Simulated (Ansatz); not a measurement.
H6InNO3, SMILES `[NH3+][In-]([OH])([OH])[OH]`. The species carries charge 0 and has multiplicity 1. In takes the def2 core potential. The geometry is a stationary point of PBE0-D4/def2-TZVP. It is one conformer, not always the lowest.

```xyz
11

N     1.387    0.102   -0.825
In   -0.587   -0.042    0.350
O     0.184   -0.942    1.962
O    -1.559   -1.152   -1.003
O    -0.944    1.926    0.421
H     1.311   -0.419   -1.692
H     2.147   -0.283   -0.275
H     1.593    1.071   -1.040
H    -0.206   -1.805    2.119
H    -2.343   -0.713   -1.339
H    -0.982    2.257    1.321
```

What is the dipole moment at ωB97M-V/def2-TZVPP? (An estimate is asked.)

The calculation gave: 3.35 D, with components (2.87, 0.21, -1.71) D in this frame, pointing from negative to positive charge.

And with PBE, r2SCAN, B3LYP? (Best estimate.)

Computed: PBE 3.39 D, r2SCAN 3.42 D, B3LYP 3.36 D.

Give the Mulliken charges with ωB97M-V, B3LYP, PBE in def2-TZVPP. (Best estimate.)

The calculation gave: 
```tsv
atom	ωB97M-V	B3LYP	PBE
N1	-0.30	-0.34	-0.36
In2	0.97	0.97	0.80
O3	-0.56	-0.57	-0.52
O4	-0.56	-0.57	-0.52
O5	-0.56	-0.57	-0.52
H6	0.17	0.18	0.20
H7	0.17	0.18	0.20
H8	0.17	0.18	0.20
H9	0.17	0.18	0.18
H10	0.17	0.18	0.18
H11	0.17	0.18	0.18
```

B3LYP here is the variant with VWN-RPA as its local correlation; programs differ in this.
